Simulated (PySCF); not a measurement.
**From a log to its input**

A PySCF 2.14 run on the atoms Li 0 0 0; Sb 0 0 2.517 (angstrom) printed this (some set-up lines and the per-cycle HOMO/LUMO lines with their warnings removed):

```
PySCF version 2.14.0


nuclear repulsion = 14.5066458297497
point group symmetry = Coov
symmetry origin: [0.         0.         4.49219395]
symmetry axis x: [1. 0. 0.]
symmetry axis y: [0. 1. 0.]
symmetry axis z: [0. 0. 1.]
num. orbitals of irrep A1 = 18
num. orbitals of irrep E1x = 10
num. orbitals of irrep E1y = 10
num. orbitals of irrep E2x = 3
num. orbitals of irrep E2y = 3
number of shells = 18
number of NR pGTOs = 86
number of NR cGTOs = 44
basis = def2-svpd
ecp = {'Sb': 'def2-svpd'}

******** <class 'pyscf.dft.uks_symm.SymAdaptedUKS'> ********
method = SymAdaptedUKS
initial guess = minao
damping factor = 0
level_shift factor = 0
DIIS = <class 'pyscf.scf.diis.CDIIS'>
SCF conv_tol = 1e-09
SCF max_cycles = 50
number electrons alpha = 14  beta = 12
XC functionals = blyp

grids dens level: 3
Freeze 0 electrons in irreps []
    26 free electrons in irreps A1 E1x E1y E2x E2y
tot grids = 35680
init E= -222.678451116619

cycle= 1 E= -246.571652992692  delta_E= -23.9  |g|=  1.7  |ddm|= 8.17
cycle= 2 E= -244.886877212891  delta_E= 1.68  |g|= 1.98  |ddm|= 6.43
cycle= 3 E= -247.557706002215  delta_E= -2.67  |g|= 0.314  |ddm|= 2.74
cycle= 4 E= -247.575465152656  delta_E= -0.0178  |g|=  0.3  |ddm|= 1.65
cycle= 5 E= -247.691413180751  delta_E= -0.116  |g|= 0.0206  |ddm|= 0.868
cycle= 6 E= -247.692165720695  delta_E= -0.000753  |g|= 0.0129  |ddm|= 0.168
cycle= 7 E= -247.692453926247  delta_E= -0.000288  |g|= 0.00245  |ddm|= 0.0495
cycle= 8 E= -247.692461086368  delta_E= -7.16e-06  |g|= 0.000133  |ddm|= 0.00602
cycle= 9 E= -247.692461107427  delta_E= -2.11e-08  |g|= 2.31e-05  |ddm|= 0.000555
cycle= 10 E= -247.692461108175  delta_E= -7.48e-10  |g|= 5.09e-06  |ddm|= 6.77e-05
Extra cycle  E= -247.692461108159  delta_E= 1.6e-11  |g|= 5.75e-06  |ddm|= 2.72e-05
converged SCF energy = -247.692461108159  <S^2> = 2.0044391  2S+1 = 3.0029579
 ** Mulliken pop       alpha | beta **
pop of  0 Li 1s        0.99385 | 0.99414
pop of  0 Li 2s        0.17877 | 0.26942
pop of  0 Li 3s        0.01112 | 0.00761
pop of  0 Li 2px       0.00966 | 0.00000
pop of  0 Li 2py       0.00966 | 0.00000
pop of  0 Li 2pz       0.02411 | 0.02470
pop of  0 Li 3px       0.03037 | 0.00005
pop of  0 Li 3py       0.03037 | 0.00005
pop of  0 Li 3pz       0.02499 | 0.03545
pop of  0 Li 4px       0.02966 | 0.00001
pop of  0 Li 4py       0.02966 | 0.00001
pop of  0 Li 4pz      -0.00628 | -0.01122
[32 lines left out]
In total            14.00000 | 12.00000
 ** Mulliken atomic charges   ( Nelec_alpha | Nelec_beta ) **
charge of  0Li =      0.31385  (     1.36593      1.32022 )
charge of  1Sb =     -0.31385  (    12.63407     10.67978 )
Dipole moment(X, Y, Z, Debye):  0.00000,  0.00000, -5.60158
orbital energies (hartree): [array([-0.1543, -0.1518, -0.1518, -0.0716, -0.0182, -0.0182]), array([-1.1428, -0.4011, -0.1397, -0.1114, -0.1114, -0.0712])]
```

Problem. Write the input that gave this log.

Solution. The input was:

```python
from pyscf import gto, dft

mol = gto.M(
    atom='Li 0 0 0; Sb 0 0 2.517',
    basis='def2-svpd',
    ecp={'Sb': 'def2-svpd'},
    charge=0,
    spin=2,
    symmetry=True,
    verbose=4,
)
mf = dft.UKS(mol, xc='blyp')
mf.kernel()
mf.mulliken_pop()
mf.dip_moment()
print('orbital energies (hartree):', [e[max(0, n-3):n+3].round(4) for e, n in zip(mf.mo_energy, mol.nelec)])
```

The bond length is a typed value, not an optimised one. No search for the lowest solution was made.
